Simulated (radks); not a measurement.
Values are calculated unless marked as measured or tabulated.
Ho, 67 electrons, occupied as [Xe] 4f10 5d1 6s2 (not the ground configuration). Code: a radial shooting solver on a logarithmic mesh with Libxc functionals. Model: scalar-relativistic Kohn-Sham, PBE, spin-unpolarised, spherical densities, finite nucleus; Fermi nuclear charge, rms radius 5.2022 fm. Some entries of the table are withheld. Estimate them.

| orbital | occ. | eigenvalue (eV) | r(max) (bohr) | <r^2> (bohr^2) |
|---|---|---|---|---|
| 1s | 2 | -55494.18 | 0.01312 | 0.0005883 |
| 2s | 2 | -9288.638 | 0.07462 | 0.009170 |
| 2p | 6 | -8230.555 | 0.06061 | (1) |
| 3s | 2 | -2080.842 | 0.2112 | 0.06038 |
| 3p | 6 | -1757.414 | 0.2077 | 0.06071 |
| 3d | 10 | -1346.782 | 0.1696 | 0.05073 |
| 4s | 2 | -416.9796 | 0.4836 | 0.3033 |
| 4p | 6 | -310.3978 | 0.5052 | 0.3432 |
| 4d | 10 | -166.3313 | 0.5223 | 0.4100 |
| 5s | 2 | -54.3956 | 1.126 | 1.783 |
| 5p | 6 | -29.1361 | 1.281 | (2) |
| 4f | 10 | -9.3603 | 0.5194 | 0.8399 |
| 6s | 2 | -4.3371 | 3.246 | 16.77 |
| 5d | 1 | -2.2002 | 1.898 | 10.31 |

Answer. 
(1) 2p <r^2> (bohr^2): 0.007441
(2) 5p <r^2> (bohr^2): 2.507
